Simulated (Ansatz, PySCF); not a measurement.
Complex: CH4 (SMILES C) (first 5 atoms) with CH4S (SMILES CS); geometry from B3LYP-D3(BJ)/def2-TZVP, rigid monomers moved along the line of their centres of mass till C1···H8 is 3.34 Å.
(charge 0, multiplicity 1):
```csv
atom,x (Å),y (Å),z (Å)
C,-0.0525,0.0752,-0.0999
H,-1.1168,0.0208,0.1285
H,0.4935,0.4084,0.7816
H,0.3037,-0.9091,-0.4018
H,0.1048,0.7805,-0.9149
C,-0.2534,-1.2898,3.9337
S,0.2580,0.4174,4.3145
H,-0.2756,-1.4634,2.8602
H,0.4988,-1.9378,4.3805
H,-1.2210,-1.5193,4.3750
H,-0.7606,1.0367,3.6965
```

Monomers are frozen at their geometry in the pair; levels with a basis set take the counterpoise correction. Rows marked so take none.

Rows in 6-31G* carry no dispersion term and start afresh at each structure (6-31G* with six Cartesian d functions).

The values were computed with Ansatz (a program for electronic structure); PySCF for 6-31G* rows, the dispersion terms. 

### Question
One of these levels gives -0.21 kcal/mol for the interaction energy. Name it.
(A) PBE-D3(BJ)/def2-TZVPPD
(B) r2SCAN-D4/def2-TZVPPD
(C) B3LYP/6-31G* (no counterpoise)
(D) BP86/6-31G* (no counterpoise)

### Answer
C, B3LYP/6-31G* (no counterpoise). The others give -1.13 (PBE-D3(BJ)/def2-TZVPPD), 0.09 (BP86/6-31G* (no counterpoise)), -0.81 (r2SCAN-D4/def2-TZVPPD)
